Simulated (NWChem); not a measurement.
System: CH6O2Si2; SMILES C1O[SiH2][Si@@H]1O

```xyz
11

O      0.1768    -2.1770    -0.7273
Si    -0.0885    -0.9042     0.3165
C     -1.4965     0.3316    -0.1341
O     -0.7740     1.5677    -0.0370
Si     0.8841     1.1964     0.0174
H      0.1061    -3.0643    -0.3653
H     -0.1929    -1.4322     1.7172
H     -1.8870     0.1778    -1.1572
H     -2.3622     0.3501     0.5508
H      1.5747     1.9424     1.1131
H      1.6025     1.4959    -1.2609
```
Atoms are numbered in this order, from 1.

Computed with NWChem. Pople sets run with spherical d functions. Geometry: optimised at PBE0/def2-SVP. Level: M05-2X/6-31G* with SMD (1 M gas to 1 M solution), gas-phase geometry. Reactions with the solvent are ignored.

```tsv
solvent	dielectric constant	solvation free energy (kcal/mol)	cavity-dispersion-structure term (kcal/mol)	dipole in solution (D)
water	78.4	-6.5	3.2	3.85
ethanol	24.9	-8.1	0.7	3.79
acetone	20.5	-5.8	-1.1	3.56
1-octanol	9.86	…	1.0	…
ethyl acetate	5.99	-5.0	-1.3	3.43
```

Complete the blanks.


- 1-octanol, solvation free energy (kcal/mol): -7.2
- 1-octanol, dipole in solution (D): 3.72
